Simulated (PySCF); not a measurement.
C₂H₂BClO, SMILES C#CB(O)Cl.

Geometry: PBE0-D3(BJ)/def2-SVP. The values are those of a single conformer.

Method: r2SCAN/def2-TZVP (PySCF).

```yaml
total_energy: -637.68265 hartree
point_group: Cs
highest_occupied_level: -7.47 eV
lowest_empty_level: -2.14 eV
orbital_gap: 5.33 eV
dipole_moment: 2.87 D
quadrupole, principal values (traceless, Buckingham form, about the centre of nuclear charge): -4.50, -0.02, 4.52 D·Å
mean_static_polarisability: 50.6 bohr³ (7.49 Å³)
polarisability_principal_values: 32.3, 47.2, 72.2 bohr³
```
